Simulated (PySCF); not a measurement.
C₂H₅Zn, SMILES C[CH2][Zn+], charge +1. Atoms are numbered in the order given.

```xyz
8

Zn    -0.0778     0.9163     0.0000
C      0.6770    -1.0154     0.0000
C     -0.3983    -2.0608     0.0000
H      1.2917    -0.9527     0.9102
H      1.2917    -0.9527    -0.9102
H     -1.0279    -2.0456    -0.9004
H     -1.0279    -2.0456     0.9004
H      0.1338    -3.0357     0.0000
```
Charge +1, spin multiplicity 1.

The structure is a stationary point at B3LYP-D3(BJ)/def2-SVP. The spin state was assumed, not searched. The isomer is the one that the SMILES or the coordinates give; other isomers of the formula were not compared.

Computed with ωB97X/def2-TZVPD (PySCF).

Mulliken values depend strongly on the basis, most of all with diffuse functions as here. ESP charges are fitted to the potential on shells at 1.4 to 2.0 van der Waals radii. Atomic charges (e):

| atom | ESP fit | IAO | Mulliken |
|---|---|---|---|
| Zn1 | 0.94 | 0.93 | 0.56 |
| C2 | -0.95 | -0.42 | -0.20 |
| C3 | 0.07 | -0.42 | -1.15 |
| H4 | 0.32 | 0.19 | 0.40 |
| H5 | 0.32 | 0.19 | 0.40 |
| H6 | 0.06 | 0.17 | 0.34 |
| H7 | 0.06 | 0.17 | 0.34 |
| H8 | 0.18 | 0.20 | 0.31 |
